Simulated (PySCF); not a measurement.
PySCF input (BP86/def2-SVP):

```python
from pyscf import gto, dft

mol = gto.M(
    atom='''
    B    -0.75292700   -0.03938200   -0.04068500
    N     0.69916700   -0.00105000   -0.01098700
    H    -1.23341100   -0.71105700   -0.90474800
    H    -1.20904300    1.12392400    0.06210000
    H    -1.19454400   -0.24122000    1.11522400
    H     1.22013600    0.53055200    0.67094600
    H     1.28732600   -0.49793800   -0.66319000
    ''',
    basis='def2-svp',
    charge=0,
    spin=1,
    verbose=4,
)

mf = dft.UKS(mol, xc='bp86')
mf.grids.level = 3
mf.conv_tol = 1e-9
mf.max_cycle = 100
mf.max_memory = 1500
mf.kernel()
if not mf.converged:
    mf = mf.newton()
    mf.kernel(mf.make_rdm1())
mo, _, stable, _ = mf.stability(return_status=True)
if not stable:
    mf.kernel(mf.make_rdm1(mo, mf.mo_occ))
    stable = mf.stability(return_status=True)[2]
mf.dip_moment()
```

From the output:

```
small_rho_cutoff = 0
Set gradient conv threshold to 3.16228e-05
tot grids = 76992
init E= -82.4161641925904
  alpha nocc = 9  HOMO = -0.255536096862852  LUMO = 0.00515629696982112
  beta  nocc = 8  HOMO = -0.376846812582085  LUMO = -0.255536096862852

WARN: HOMO -0.255536096862852 >= LUMO -0.255536096862852

cycle= 1 E= -82.4515506586923  delta_E= -0.0354  |g|= 0.253  |ddm|= 1.68
  alpha nocc = 9  HOMO = -0.15046748385117  LUMO = 0.03688072517873
  beta  nocc = 8  HOMO = -0.192914363206922  LUMO = -0.110370552248858
  HOMO = -0.150467483851  LUMO = -0.110370552249  gap/eV = 1.09109
cycle= 2 E= -82.4412601422417  delta_E= 0.0103  |g|= 0.289  |ddm|= 0.663
  alpha nocc = 9  HOMO = -0.206049319134846  LUMO = 0.0296761174229698
  beta  nocc = 8  HOMO = -0.266445489349086  LUMO = -0.162774078366592
  HOMO = -0.206049319135  LUMO = -0.162774078367  gap/eV = 1.17758
cycle= 3 E= -82.4960178136091  delta_E= -0.0548  |g|= 0.0109  |ddm|= 0.355
  alpha nocc = 9  HOMO = -0.205573429902596  LUMO = 0.0313801771619655
  beta  nocc = 8  HOMO = -0.271391177518061  LUMO = -0.160374938427469
  HOMO = -0.205573429903  LUMO = -0.160374938427  gap/eV = 1.22991
cycle= 4 E= -82.4960088989092  delta_E= 8.91e-06  |g|= 0.0138  |ddm|= 0.0288
  alpha nocc = 9  HOMO = -0.206397504436382  LUMO = 0.0301173888180792
  beta  nocc = 8  HOMO = -0.270338229610876  LUMO = -0.161083025674235
  HOMO = -0.206397504436  LUMO = -0.161083025674  gap/eV = 1.23307
cycle= 5 E= -82.4961042575176  delta_E= -9.54e-05  |g|= 0.00626  |ddm|= 0.0164
  alpha nocc = 9  HOMO = -0.206663489274153  LUMO = 0.0301271748617609
  beta  nocc = 8  HOMO = -0.270091992384265  LUMO = -0.160940532814171
  HOMO = -0.206663489274  LUMO = -0.160940532814  gap/eV = 1.24419
cycle= 6 E= -82.496126245502  delta_E= -2.2e-05  |g|= 0.000539  |ddm|= 0.00608
  alpha nocc = 9  HOMO = -0.206668753650439  LUMO = 0.0301254756714511
  beta  nocc = 8  HOMO = -0.270086999665253  LUMO = -0.160824579164714
  HOMO = -0.20666875365  LUMO = -0.160824579165  gap/eV = 1.24748
cycle= 7 E= -82.4961265073436  delta_E= -2.62e-07  |g|= 0.000219  |ddm|= 0.00107
  alpha nocc = 9  HOMO = -0.20668081872738  LUMO = 0.0301312494842034
  beta  nocc = 8  HOMO = -0.270087584990441  LUMO = -0.160818758539755
  HOMO = -0.206680818727  LUMO = -0.16081875854  gap/eV = 1.24797
cycle= 8 E= -82.4961265339355  delta_E= -2.66e-08  |g|= 3.37e-05  |ddm|= 0.0003
  alpha nocc = 9  HOMO = -0.20667532125172  LUMO = 0.0301259594293231
  beta  nocc = 8  HOMO = -0.27008959399627  LUMO = -0.160814624371256
  HOMO = -0.206675321252  LUMO = -0.160814624371  gap/eV = 1.24793
cycle= 9 E= -82.4961265348911  delta_E= -9.56e-10  |g|= 1.31e-05  |ddm|= 8.05e-05
  alpha nocc = 9  HOMO = -0.206676236862732  LUMO = 0.030129313227504
  beta  nocc = 8  HOMO = -0.270087906735396  LUMO = -0.160815116744181
  HOMO = -0.206676236863  LUMO = -0.160815116744  gap/eV = 1.24794
Extra cycle  E= -82.4961265343301  delta_E= 5.61e-10  |g|= 3.39e-05  |ddm|= 5.67e-05
converged SCF energy = -82.4961265343301  <S^2> = 0.7532085  2S+1 = 2.0032059
uhf_internal: lowest eigs of H = [0.22361241 0.35238398 0.39048545]
<class 'pyscf.dft.uks.UKS'> wavefunction is stable in the internal stability analysis
Dipole moment(X, Y, Z, Debye):  2.87117,  0.31257,  0.36561
```

The geometry given is a B3LYP-D3(BJ)/def2-TZVP minimum.
